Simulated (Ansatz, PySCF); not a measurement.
CH$_{3}$ClGa, charge +1, singlet, geometry from GFN2-xTB (such geometries of metal compounds can be far from the true shape). Base run: R2SCAN/def2-SVP in PySCF.

Here is a job for PySCF.
```python
from pyscf import gto, scf, dft

mol = gto.Mole()
mol.atom = '''
    Ga   -0.029496    0.210920   -0.171801
    C    -0.251829    1.800779   -1.466789
    H    -1.092639    2.407264   -1.111890
    H    -0.452327    1.394909   -2.464692
    H     0.681047    2.375541   -1.455355
    Cl    0.193486   -1.383583    1.126971
'''
mol.basis = 'def2-svp'
mol.charge = 1
mol.spin = 0
mol.verbose = 4
mol.build()

mf = dft.RKS(mol)
mf.xc = 'r2scan'
mf.kernel()
```

The same geometry, method and basis name were run in Ansatz (a quantum-chemistry and plane-wave program) and PySCF, at each program's defaults and at the settings that a row names. The base is PySCF at its defaults. Differences at the defaults can come from grids, fitting, cores and function types together.

```tsv
code and settings	ΔE vs base (mEh)	basis functions	E (Eh)	SCF cycles
PySCF, defaults (exact integrals, its default grid, spherical functions)	0.000	79	-2424.24542	9
Ansatz, defaults (factorised integrals, its default grid, spherical functions)	-0.024	79	-2424.24544	-
PySCF, density fitting with def2-universal-jkfit	-0.060	79	-2424.24548	9
PySCF, fine grid	0.037	79	-2424.24538	9
Ansatz, high accuracy	-0.025	79	-2424.24544	-
```
